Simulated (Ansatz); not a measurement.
Start from `C[SiH](C)Br` and change one atom or group to get `C[SiH](C)[NH][GaH2]`.

Ansatz, PBE0-D4/def2-TZVP geometries, multiplicity 1. Each molecule was computed in one conformer, which needn't be the lowest.

Scalar relativity is left out up to krypton.

| property | `C[SiH](C)Br` |
| --- | --- |
| ideal-gas entropy at 298 K and 1 bar (rigid rotor, harmonic PBE0-D4/def2-TZVP) / J/(mol·K) | 347 |
| LUMO energy (ωB97M-V/def2-TZVPP) / eV | 2.37 |
| LUMO energy (B3LYP/def2-TZVPP) / eV | 0.37 |
| HOMO–LUMO gap (PBE0/def2-TZVPP) / eV | 8.67 |
| LUMO energy (PBE0/def2-TZVPP) / eV | 0.59 |
| HOMO energy (PBE/def2-TZVPP) / eV | -6.81 |

What does the change do to each property? (Best estimate.)

Computed: 
```json
{"property": "ideal-gas entropy at 298 K and 1 bar (rigid rotor, harmonic PBE0-D4/def2-TZVP) / J/(mol·K)", "`C[SiH](C)[NH][GaH2]`": "400", "shift": "53"}
{"property": "LUMO energy (ωB97M-V/def2-TZVPP) / eV", "`C[SiH](C)[NH][GaH2]`": "0.69", "shift": "-1.68"}
{"property": "LUMO energy (B3LYP/def2-TZVPP) / eV", "`C[SiH](C)[NH][GaH2]`": "-1.24", "shift": "-1.61"}
{"property": "HOMO–LUMO gap (PBE0/def2-TZVPP) / eV", "`C[SiH](C)[NH][GaH2]`": "6.34", "shift": "-2.33"}
{"property": "LUMO energy (PBE0/def2-TZVPP) / eV", "`C[SiH](C)[NH][GaH2]`": "-0.97", "shift": "-1.56"}
{"property": "HOMO energy (PBE/def2-TZVPP) / eV", "`C[SiH](C)[NH][GaH2]`": "-6.08", "shift": "0.73"}
```

With PBE0 the HOMO rises by 0.77 eV and the LUMO falls by 1.56 eV, so the gap narrows by about 2.33 eV. PBE moves the HOMO by 0.73 eV and ωB97M-V by 0.70 eV. The zero-point energy changes by 75.6 kJ/mol with +12 modes. Modes under 60 cm⁻¹, often nearly free rotors, make the harmonic entropy too high.

B3LYP here is the variant with VWN-RPA as its local correlation; programs differ in this.

Spin–orbit coupling is left out; it splits and shifts lone-pair levels of the heavy atoms by tenths of an eV.
